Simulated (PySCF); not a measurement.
SMILES CCC[Si](C)(C)C, GFN2-xTB optimised geometry.

```
23

C      2.67    -1.34    -0.02
C      1.14    -1.40    -0.03
C      0.52    -0.01     0.00
Si    -1.40    -0.01     0.00
C     -2.05    -0.90    -1.56
C     -2.05    -0.89     1.56
C     -2.01     1.80     0.00
H      3.09    -2.34    -0.05
H      3.03    -0.79    -0.88
H      3.02    -0.85     0.88
H      0.80    -1.97     0.83
H      0.81    -1.92    -0.93
H      0.89     0.56    -0.86
H      0.89     0.52     0.89
H     -3.13    -0.81    -1.63
H     -1.81    -1.95    -1.54
H     -1.63    -0.47    -2.46
H     -1.65    -0.45     2.47
H     -3.13    -0.83     1.62
H     -1.78    -1.95     1.56
H     -1.67     2.34     0.88
H     -3.09     1.85    -0.01
H     -1.64     2.34    -0.87
```

Density from PBE0/def2-SVP run with PySCF at that geometry.

Minimum of the electron density along straight lines between bonded atoms, close to the bond critical point (lines longer than 1.1 times the sum of covalent radii, or with two minima, are not listed):

```tsv
bond	length / Å	ρ at the minimum / e bohr⁻³	∇²ρ there / e bohr⁻⁵	position (fraction from the first atom)
C1–C2	1.525	0.244	-0.56	0.50
C2–C3	1.527	0.240	-0.53	0.50
C3–Si4	1.915	0.110	0.31	0.62
Si4–C5	1.909	0.109	0.31	0.38
Si4–C6	1.909	0.109	0.31	0.38
Si4–C7	1.908	0.109	0.32	0.38
C1–H8	1.088	0.276	-1.00	0.62
C1–H9	1.088	0.276	-1.00	0.62
C1–H10	1.088	0.276	-1.00	0.62
C2–H11	1.092	0.276	-1.00	0.62
C2–H12	1.092	0.276	-1.00	0.62
C3–H13	1.092	0.270	-0.94	0.62
C3–H14	1.092	0.270	-0.94	0.62
C5–H15	1.086	0.271	-0.96	0.62
C5–H16	1.086	0.271	-0.96	0.62
C5–H17	1.086	0.271	-0.96	0.62
C6–H18	1.086	0.271	-0.96	0.62
C6–H19	1.086	0.271	-0.96	0.62
C6–H20	1.086	0.271	-0.96	0.62
C7–H21	1.086	0.271	-0.96	0.62
C7–H22	1.085	0.271	-0.96	0.62
C7–H23	1.086	0.271	-0.96	0.62
```
